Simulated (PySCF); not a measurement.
FCeN: fields on a plane

Level of theory: B3LYP/[Ce def2-SVP with ECP28, N def2-SVP, F def2-SVP], scalar-relativistic core potentials, density fitting, no spin–orbit coupling, PySCF.

The singlet minimum has Ce–F 2.086 Å, Ce–N 1.712 Å; F–Ce–N 125.6°.

The plane holds Ce1 at (0.00, 0.00), N2 at (1.71, 0.00), F3 at (-1.22, 1.70) Å. Columns run from x = -3.15 to 4.05 Å, rows from y = 4.05 (top) to -1.95 Å, in steps of 0.3 Å. Other isomers or separated fragments may lie lower. Core electrons replaced by a potential are absent, the electrostatic potential uses the reduced nuclear charge, and values within about 0.7 Å of such atoms have no physical meaning.

Question: Give the highest occupied orbital (Å^-3/2) at -5.54 eV (cut at ±0.3; overall sign arbitrary). Lower edges of the bins (Å^-3/2): '0' -0.300, '1' -0.240, '2' -0.180, '3' -0.120, '4' -0.060, '5' 0.000, '6' 0.060, '7' 0.120, '8' 0.180, '9' 0.240; top 0.30.

Answer: 
```
4444444455555555555555555
4444444445555555555555555
4444444445555555555555555
4444444444555555555555555
4444444444555555555555555
4444443344455555555555555
4444442234455555555555555
4455541024455555555555555
4455579334555555555555555
4455679755566655566655555
4445566654577655677666555
4444555443478544689876555
4444443344088200699976655
4444433259990000199986655
4444332139010000099986655
4444332100195000199976555
4444433223698421367766555
4444443335787644456665555
4444444445677655555555555
4444444455666655555555555
4444444455555555555555555
```

Question: Give the lowest empty orbital (Å^-3/2) at -1.97 eV (cut at ±0.3; overall sign arbitrary). Every second row and column.

Answer: 
```
 0.01  0.01  0.01  0.01  0.01  0.01  0.00  0.00  0.00  0.00  0.00  0.00  0.00
 0.01  0.01  0.01  0.01  0.01  0.01  0.01  0.00  0.00  0.00  0.00  0.00  0.00
 0.02  0.02  0.01  0.00  0.01  0.02  0.02  0.01  0.01  0.00  0.00  0.00  0.00
 0.02  0.02 -0.01 -0.07 -0.01  0.03  0.04  0.03  0.01  0.00  0.00  0.00  0.00
 0.03  0.03 -0.01 -0.03 -0.01  0.05  0.06  0.05  0.02  0.00  0.00  0.00  0.00
 0.05  0.05  0.03 -0.01 -0.05  0.02  0.08  0.04  0.00 -0.03 -0.02 -0.01  0.00
 0.06  0.07  0.06 -0.01 -0.28 -0.05 -0.09  0.01 -0.07 -0.11 -0.04 -0.01  0.00
 0.06  0.08  0.10  0.05 -0.19  0.30  0.28  0.02  0.10 -0.13 -0.04 -0.01  0.00
 0.07  0.09  0.12  0.14  0.04 -0.21 -0.10  0.02  0.01 -0.02 -0.01  0.00  0.00
 0.06  0.09  0.12  0.15  0.14  0.08  0.05  0.05  0.03  0.02  0.01  0.01  0.01
 0.05  0.08  0.10  0.13  0.13  0.11  0.08  0.06  0.04  0.03  0.02  0.01  0.01
```

Stability towards spin polarisation was not tested.
